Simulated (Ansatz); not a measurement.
Cost and result for the atomization energy of CH2Cl2OSi, SMILES `ClC1(Cl)O[SiH2]1` (7 atoms, 7 bonds).

```xyz
7

Cl   -0.960   -2.066   -0.407
C    -0.631   -0.340   -0.402
Cl   -2.022    0.572   -0.970
O     0.569    0.003   -1.057
Si    0.705    0.406    0.574
H     1.626   -0.423    1.373
H     0.712    1.847    0.889
```

Charge 0, multiplicity 1. All single points use the PBE0-D4/def2-TZVP geometry. Program: Ansatz. All runs use 2 threads of an Arm Neoverse V1 on a shared host. Times are those of one run each, without the atoms' runs, and a repeat can differ threefold. Electronic energies, without spin–orbit coupling; frozen cores. CCSD(T)/CBS adds CCSD(T) − MP2 in def2-TZVPP to the MP2 limit, and its time is that of the two runs behind it. T1 = 0.014.

CCSD(T)/CBS is a level of theory with its own doubt, some kJ/mol a heavy atom from the limit and from the frozen cores, so smaller differences don't rank the functionals.

```json
{"level": "revPBE-D4/def2-TZVPP", "functions": "216", "wall time": "3 s", "atomization (kJ/mol)": "2295.2", "difference from CCSD(T)/CBS": "16.0", "per bond": "2.3"}
{"level": "BLYP-D4/def2-TZVPP", "functions": "216", "wall time": "3.1 s", "atomization (kJ/mol)": "2272.3", "difference from CCSD(T)/CBS": "-6.9", "per bond": "-1.0"}
{"level": "PBE-D4/def2-TZVPP (with forces)", "functions": "216", "wall time": "3.7 s", "atomization (kJ/mol)": "2371.5", "difference from CCSD(T)/CBS": "92.3", "per bond": "13.2"}
{"level": "CCSD(T)/def2-SVP", "functions": "92", "wall time": "4.1 s", "atomization (kJ/mol)": "2066.8", "difference from CCSD(T)/CBS": "-212.4", "per bond": "-30.3"}
{"level": "BHLYP-D4/def2-TZVPP", "functions": "216", "wall time": "5.5 s", "atomization (kJ/mol)": "2140.8", "difference from CCSD(T)/CBS": "-138.4", "per bond": "-19.8"}
{"level": "B2PLYP/def2-TZVPP", "functions": "216", "wall time": "8 s", "atomization (kJ/mol)": "2231.2", "difference from CCSD(T)/CBS": "-48.0", "per bond": "-6.9"}
{"level": "r2SCANh-D4/def2-TZVPP", "functions": "216", "wall time": "8.5 s", "atomization (kJ/mol)": "2274.1", "difference from CCSD(T)/CBS": "-5.1", "per bond": "-0.7"}
{"level": "PBE-QIDH/def2-TZVPP", "functions": "216", "wall time": "8.5 s", "atomization (kJ/mol)": "2263.8", "difference from CCSD(T)/CBS": "-15.4", "per bond": "-2.2"}
{"level": "B97M-V/def2-TZVPP", "functions": "216", "wall time": "13 s", "atomization (kJ/mol)": "2297.5", "difference from CCSD(T)/CBS": "18.3", "per bond": "2.6"}
{"level": "ωB97X-V/def2-TZVPP", "functions": "216", "wall time": "13 s", "atomization (kJ/mol)": "2294.8", "difference from CCSD(T)/CBS": "15.6", "per bond": "2.2"}
{"level": "MP2/def2-QZVPP", "functions": "384", "wall time": "24 s", "atomization (kJ/mol)": "2342.3", "difference from CCSD(T)/CBS": "63.1", "per bond": "9.0"}
{"level": "CCSD(T)/def2-TZVPP", "functions": "216", "wall time": "2.1 min", "atomization (kJ/mol)": "2189.2", "difference from CCSD(T)/CBS": "-90.0", "per bond": "-12.9"}
{"level": "CCSD(T)/CBS(def2)", "functions": "–", "wall time": "2.5 min", "atomization (kJ/mol)": "2279.2", "difference from CCSD(T)/CBS": "0.0", "per bond": "0.0"}
```

From r2SCAN to r2SCAN0 (25 % exact exchange), in def2-TZVPP and without D4, the atomization energy moves by −72.9 kJ/mol: exact exchange takes away binding that semilocal exchange gives to molecules. At CCSD(T), def2-SVP lies −212.4 kJ/mol from the extrapolated value and def2-TZVPP −90.0 kJ/mol: correlation converges slowly with the basis, and small sets miss more of it in the bonded molecule than in its fragments. Leaving LDA and LC-ωPBE aside and taking each functional with its dispersion term where it has one, the values spread over 230.7 kJ/mol, from BHLYP-D4 to PBE-D4. LDA lies +389.1 kJ/mol from PBE without D4, its usual overbinding.
